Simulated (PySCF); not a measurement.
Compound: [Cu(NH3)3]+ (charge +1 and singlet state).
Cartesian coordinates in Å at the PBE0-D3(BJ)/def2-SVP level; atoms count from 1:
```
atom  x, y, z in Å
Cu1    0.049   -0.072    0.000
N2     2.085    0.009   -0.031
H3     2.535   -0.906   -0.094
H4     2.476    0.450    0.804
H5     2.448    0.548   -0.820
N6    -0.976    1.733    0.007
H7    -1.552    1.856    0.842
H8    -1.619    1.829   -0.782
H9    -0.374    2.557   -0.031
N10   -1.096   -1.761    0.028
H11   -2.102   -1.586    0.035
H12   -0.914   -2.346    0.846
H13   -0.929   -2.364   -0.780
```

Computed, not measured: TDDFT B3LYP/def2-SVPD, vertical, gas phase, core orbitals frozen in the response (PySCF).

Ground-to-excited transition dipoles (e·a0, same axes as the geometry; the sign carries no meaning), for the states with f of 0.002 or more among the lowest 13:

```
state  E (hartree)      μx      μy      μz
   S1       0.1541   0.099  -0.195  -0.001
   S2       0.1589  -0.216  -0.109   0.004
   S8       0.2003  -0.142  -0.107   0.002
   S9       0.2028  -0.186   0.272   0.000
  S11       0.2072  -0.157  -0.128   0.002
  S12       0.2219  -0.135   0.299  -0.004
  S13       0.2226  -0.293  -0.130   0.001
```

(1) What oscillator strength does each state have?

(2) Which bond between heavy atoms lies closest to the direction of the S12 transition dipole?

(3) What angle do the transition dipoles of S9 and S12 make?

Results:

(1) f = (2/3) ΔE |μ|² with ΔE in hartree (27.2114 eV).

| state | \|μ\|² (au) | \|μ\| (D) | f |
| --- | --- | --- | --- |
| S1 | 0.048 | 0.56 | 0.005 |
| S2 | 0.059 | 0.62 | 0.006 |
| S8 | 0.031 | 0.45 | 0.004 |
| S9 | 0.109 | 0.84 | 0.015 |
| S11 | 0.041 | 0.51 | 0.006 |
| S12 | 0.108 | 0.83 | 0.016 |
| S13 | 0.102 | 0.81 | 0.015 |

(2) Cu1–N6, at 5° from it; next Cu1–N10 at 58°.

(3) |cos θ| = |μa·μb| / (|μa| |μb|) = 0.98, so θ ≈ 10° (taken between 0 and 90°, since the signs are arbitrary).
